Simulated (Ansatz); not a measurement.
Basis-set extrapolation for C2H7MgNO (`C[N](C)[Mg][OH]`) (PBE0-D4/def2-TZVP geometry, frozen core, Ansatz 0.2.0). Multiplicity 1, RHF reference. For Mg the program correlates outer-core shells too, which these sets cover unevenly, so the extrapolated numbers aren't a true limit.

|  | def2-TZVPP | def2-QZVPP |
| --- | --- | --- |
| HF | -408.854065 | -408.874143 |
| MP2 correlation | -1.016418 | -1.115382 |
| CCSD(T) correlation | -1.085788 | not run |

Energies in hartree. Use E(X) = E(∞) + A·exp(−7.88·√X) for Hartree–Fock and E(X) = E(∞) + B·X^(−2.97) for correlation, with X = 3 and 4, and add CCSD(T) minus MP2 of the smaller set to the MP2 limit.

Question: What is the CCSD(T) energy at the basis-set limit?

Answer: HF limit: -408.874143 + (-0.020078) × 0.13774 = -408.87691. MP2 limit: -1.115382 + (-0.098964) × 0.74074 = -1.18869. Higher-order term: -1.085788 − (-1.016418) = -0.06937. Total: -410.13497 hartree, 5.31 eV below CCSD(T)/def2-TZVPP.
